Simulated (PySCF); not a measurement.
**Nitrogen: a sound run and one with changed settings**

Sound run: N(2+) [He] 2s2 2p1, N(3+) [He] 2s2. All numbers are calculated (PySCF 2.14, no relativity, point nucleus, in cc-pVTZ (4s3p2d1f, 30 functions)). The sound run starts from symmetry-adapted Hartree-Fock orbitals and uses a fine grid where one is needed.

Changed run: 6 angular points. This setting is unsound on purpose.

```tsv
species	method	sound run (hartree)	changed run (hartree)	converged
N(2+)	UHF	-52.81740	-52.81740	yes
N(2+)	PBE0	-52.90321	-53.07866	yes
N(2+)	TPSS	-52.97614	-53.37696	yes
N(3+)	UHF	-51.08069	-51.08069	yes
N(3+)	PBE0	-51.14057	-51.14057	yes
N(3+)	TPSS	-51.20518	-51.20518	yes
```

Ionisation energy of N(2+):

| method | sound run (eV) | changed run (eV) |
| --- | --- | --- |
| UHF | 47.258 | 47.258 |
| PBE0 | 47.964 | 52.738 |
| TPSS | 48.190 | 59.097 |

A coarse angular grid integrates products of high-l functions wrongly, so density functionals can shift, and the SCF can exploit the error; Hartree-Fock and MP2 need no grid.

For comparison, NIST gives 47.445 eV between the lowest levels.
